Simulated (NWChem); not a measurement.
Correlation energy of Ga (+1)

```xyz
1

Ga     0.0000     0.0000     0.0000
```
Charge +1, spin multiplicity 1.

Everything below was run with NWChem.

Basis set: 3-21G. Each correlation energy counts from its own Hartree-Fock reference.

The Hamiltonian is non-relativistic. The correlated methods keep 9 core orbitals frozen. Coupled-cluster values serve here as a point of comparison, not as the truth.

Q: Order these methods by the correlation energy they give, lowest first: MP2, CCSDT, SCS-MP2.

A: CCSDT (-36.6 mHa), SCS-MP2 (-26.5 mHa), MP2 (-22.3 mHa)
